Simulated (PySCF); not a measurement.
Changes within a family of molecules, several properties at once.

PySCF, CAM-B3LYP/def2-SVPD, density fitting, gas phase; each molecule at its own PBE0-D3(BJ)/def2-SVP geometry, one conformer. Singlet excitations by full TDDFT with frozen cores, triplets by Tamm–Dancoff TDDFT and ionisation energies by ΔSCF, from the lowest of the holes tried. 

Torsions of the conformers computed, which needn't be the lowest (atom-mapped SMILES):
- `[NH2:1][SiH2:2][PH3+:3]`: H–N1–Si2–P3 -93°, H–N1–Si2–P3 92°
- `[CH2:1]=[N:2][SiH2:3][PH3+:4]`: C1–N2–Si3–P4 179°
- `[F:1][CH2:2][SiH2:3][PH3+:4]`: F1–C2–Si3–P4 0°
- `[CH3:1][CH:2]([CH3:3])[O:4][SiH2:5][PH3+:6]`: C1–C2–O4–Si5 -28°, C2–O4–Si5–P6 -172°
- `[PH3+:1][SiH2:2][SH:3]`: H–S3–Si2–P1 89°

Reference: `N[SiH2][PH3+]`, with HOMO energy -14.00 eV, LUMO energy -4.15 eV, lowest singlet excitation 6.40 eV, lowest triplet excitation 5.90 eV, mean polarisability 56.8 au and vertical ionisation energy 14.93 eV.

Changes against it:

```tsv
molecule	Δ HOMO energy (eV)	Δ LUMO energy (eV)	Δ lowest singlet excitation (eV)	Δ lowest triplet excitation (eV)	Δ mean polarisability (au)	Δ vertical ionisation energy (eV)
CC(C)O[SiH2][PH3+]	+0.20	+0.03	+0.09	+0.37	+30.6	-0.42
[PH3+][SiH2]S	+0.32	-0.31	-0.54	-0.54	+12.1	-0.28
C#C[SiH2][PH3+]	-0.17	-0.48	-0.93	-1.28	+11.8	+0.24
```

Rows whose labels were lost:

```
row  Δ HOMO energy (eV)  Δ LUMO energy (eV)  Δ lowest singlet excitation (eV)  Δ lowest triplet excitation (eV)  Δ mean polarisability (au)  Δ vertical ionisation energy (eV)
  P               -1.27               -0.45                             +0.67                             +0.67                        +3.3                              +1.35
  Q               +1.00               -0.43                             -2.55                             -2.55                       +11.2                              -1.12
```

Which row belongs to which of `C=N[SiH2][PH3+]` and `FC[SiH2][PH3+]`?

P = `FC[SiH2][PH3+]` and Q = `C=N[SiH2][PH3+]`. P and Q are told apart most clearly by the lowest singlet excitation (+0.67 against -2.55 eV).

Which row has the smallest HOMO–LUMO gap and which the largest, and does the HOMO or the LUMO shift more there?

Smallest, counted from the reference: Q, -1.43 eV (HOMO +1.00, LUMO -0.43), the larger shift being that of the HOMO. Largest: P, +0.82 eV (HOMO -1.27, LUMO -0.45), the larger shift being that of the HOMO.
